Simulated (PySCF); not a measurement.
Molecule: SMILES [SiH3]C(C=C)([SiH3])[SiH3], C$_{3}$H$_{12}$Si$_{3}$.

Atoms are numbered as in `[CH2:1]=[CH:2][C:3]([SiH3:4])([SiH3:5])[SiH3:6]`; H(Xn) means a hydrogen on atom n. Ha(C1) is cis to C3; Hb(C1) is trans to C3.

Geometry PBE0-D3(BJ)/def2-SVP throughout; GIAO in PySCF, gas phase, one conformer, non-relativistic; equivalent atoms averaged; functional PBE0.

Question: How do the absolute shieldings σ depend on the basis set? (ppm; last column core-seconds on shared hosts with different chips, so compare them loosely)

Answer: 
```
    basis set  functions     C2     C1     C3  Si4/Si5/Si6  H(C2)  Hb(C1)  Ha(C1)  H(Si4)/H(Si5)/H(Si6)  core-s
       STO-3G         54  117.0  132.1  247.5        577.6  27.45   27.63   28.06                 30.86     5.8
        6-31G         90   64.6   85.2  197.6        476.3  26.26   27.13   26.95                 28.68      12
     pcSseg-0         90   44.9   64.9  199.3        453.2  27.12   27.50   27.39                 28.69      11
       6-31G*        120   64.3   81.4  190.6        446.2  25.95   26.88   26.72                 27.72      15
     def2-SVP        156   57.7   78.1  192.4        477.7  25.58   26.31   26.24                 27.30      19
      cc-pVDZ        156   58.3   80.6  191.3        474.0  25.26   26.12   26.06                 27.27      27
     pcSseg-1        183   38.2   61.7  181.9        411.7  25.30   25.92   25.93                 27.24      32
6-311+G(2d,p)        258   41.8   66.4  179.6        403.1  25.24   26.20   26.24                 27.19      44
  aug-cc-pVDZ        258   56.4   80.3  189.8        466.1  25.04   25.95   26.10                 27.20      55
    def2-TZVP        276   41.1   65.6  179.5        391.7  25.22   26.16   26.19                 27.15      51
```

Question: Which nucleus moves most, in ppm?

Answer: Si4/Si5/Si6 (silicon bonded to C, 3 H): from 391.7 ppm with def2-TZVP to 577.6 ppm with STO-3G. The smallest spread is 1.71 ppm, at Hb(C1). Proton shifts span only some 12 ppm, so a few tenths of a ppm matter as much there as several ppm in carbon.

Question: Taking the largest basis, def2-TZVP (276 functions), as the yardstick, rank the others by their worst heavy-atom deviation.

Answer: 6-311+G(2d,p) 11.4 ppm (258 functions), pcSseg-1 19.9 ppm (183 functions), 6-31G* 54.5 ppm (120 functions), pcSseg-0 61.5 ppm (90 functions), aug-cc-pVDZ 74.3 ppm (258 functions), cc-pVDZ 82.3 ppm (156 functions), 6-31G 84.6 ppm (90 functions), def2-SVP 85.9 ppm (156 functions), STO-3G 185.9 ppm (54 functions).

A small basis that lands close on one nucleus may do so by chance; judge by the trend and by all nuclei.
